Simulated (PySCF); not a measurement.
**An excited-state table with gaps**

Species: C8H7F3S.
SMILES: `C=C(C)C(=S)C#CCC(F)(F)F`

Theory: TDDFT wB97X-D/def2-SVPD, vertical, gas phase, core orbitals frozen in the response (PySCF). Isolated species at its PBE0-D3(BJ)/def2-SVP geometry (one conformer only). Torsions of this conformer, `[CH2:1]=[C:2]([CH3:3])[C:4](=[S:5])[C:6]#[C:7][CH2:8][C:9]([F:10])([F:11])[F:12]`: C1–C2–C4–S5 180°, C7–C8–C9–F10 178°.

Orbital energies (eV): HOMO-3 -10.41, HOMO-2 -9.96, HOMO-1 -9.31, HOMO -8.50, LUMO -1.49, LUMO+1 1.78, LUMO+2 1.85.

Lowest singlets, with some entries withheld (?).

```json
{"state": "S1", "λ (nm)": "610.0", "f": "?", "main configurations (H = HOMO, L = LUMO)": "H→L (98%)"}
{"state": "S2", "λ (nm)": "296.3", "f": "0.0016", "main configurations (H = HOMO, L = LUMO)": "H-3→L (95%)"}
{"state": "S3", "λ (nm)": "285.4", "f": "0.286", "main configurations (H = HOMO, L = LUMO)": "?"}
{"state": "S4", "λ (nm)": "275.8", "f": "0.172", "main configurations (H = HOMO, L = LUMO)": "?"}
{"state": "S5", "λ (nm)": "199.3", "f": "0.0024", "main configurations (H = HOMO, L = LUMO)": "?"}
{"state": "S6", "λ (nm)": "196.5", "f": "?", "main configurations (H = HOMO, L = LUMO)": "H→L+2 (49%), H→L+3 (35%)"}
{"state": "S7", "λ (nm)": "?", "f": "0.0046", "main configurations (H = HOMO, L = LUMO)": "H-2→L+2 (19%), H-1→L+2 (18%), H-6→L (15%)"}
{"state": "S8", "λ (nm)": "?", "f": "?", "main configurations (H = HOMO, L = LUMO)": "H-6→L (52%), H-7→L (12%), H-5→L (9%)"}
{"state": "S9", "λ (nm)": "187.7", "f": "0.0000", "main configurations (H = HOMO, L = LUMO)": "H-5→L (76%), H-6→L (16%)"}
{"state": "S10", "λ (nm)": "185.7", "f": "0.038", "main configurations (H = HOMO, L = LUMO)": "H→L+3 (37%), H→L+5 (15%), H→L+2 (15%)"}
```

(1) Supply the missing values.

(2) How far apart are S9 and S10, in eV and cm⁻¹?

(3) Where do the lowest triplets lie (Tamm–Dancoff)?

(4) What is the mean static polarisability from the same response equations?

Answers

(1) 
- S1: f = 0.0000
- S3: H-1→L (78%), H-2→L (15%)
- S4: H-2→L (81%), H-1→L (17%)
- S5: H→L+1 (85%)
- S6: f = 0.130
- S7: λ = 194.1 nm
- S8: λ = 190.9 nm; f = 0.0019

(2) 6.677 − 6.606 = 0.071 eV, or about 570 cm⁻¹.

(3) T1 1.64 eV, H→L (97%); T2 2.29 eV, H-1→L (94%); T3 3.31 eV, H-2→L (88%); T4 3.98 eV, H-3→L (93%). E(S1) − E(T1) = +0.40 eV.

(4) 127.9 au (18.95 Å³), with principal values 79.3, 131.2 and 173.1 au.
